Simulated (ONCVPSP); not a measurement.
# Ar (Z = 18), ONCV: configuration errors across variants

ONCVPSP 4.0.1 input, shortened (lines: element, Z, core and valence counts, functional; n l f; lmax; l rc ep ncon nbas qcut; lloc lpopt rc5 dvloc0; l nproj debl; icmod fcfact rcfact), PBE, scalar-relativistic:

```
  Ar 18.00    3    2        4      upf
    1    0    2.00
    2    0    2.00
    2    1    6.00
    3    0    2.00
    3    1    6.00
    1
    0    1.25    0.00    4    8    5.00
    1    1.45    0.00    4    9    4.70
    4    5    0.95    1.00
    0    2    1.80
    1    2    1.20
    3    3.50    1.50
```

All-electron excitation energies from the reference (eV): (1) 3s2 3p5 16.057; (2) 3s2 3p4 44.717; (3) 3s2 3p3 87.301; (4) 3s1 3p6 30.673.

1 further variants failed, have other tests or too few solved ones, and are left out.

Errors AE − PS in meV (a dash: test not solved or not reliable):

```tsv
change	(1)	(2)	(3)	(4)	bound ghosts	GHOST(+) flags above zero
base	-0.2	+6.3	+29	-2.6	none	s
core correction Teter function, fcfact 1.8, rcfact 1.5	-0.7	+3.7	+23	-3.1	none	s
all radii but the core radius scaled by about 1.16 (s 1.46, p 1.68 bohr); local potential polynomial inside 1.10 bohr (lpopt 5, dvloc0 1 Ha)	-0.1	+7.3	+32	-12	none	s
core correction Teter function, fcfact 4.5, rcfact 1.1	-0.9	+4.1	+29	-2.5	none	s
s: ncon 5, nbas 9	-0.3	+5.6	+26	-0.1	none	s
p: debl 0.45	-0.2	+6.5	+29	-2.6	none	s
p: qcut 2.6	+0.6	+12	+51	-7.6	none	s
local potential polynomial inside 0.95 bohr (lpopt 5, dvloc0 0 Ha)	-0.2	+6.3	+29	-2.6	none	s
local potential polynomial inside 0.90 bohr (lpopt 5, dvloc0 -1 Ha)	-0.2	+6.3	+29	-2.6	none	s
```

Q: Give the same row for: s: qcut 5.8; p: qcut 5.4.

A: -0.3, +5.4, +25, -0.1; bound ghosts: none; GHOST(+) flags above zero: s.
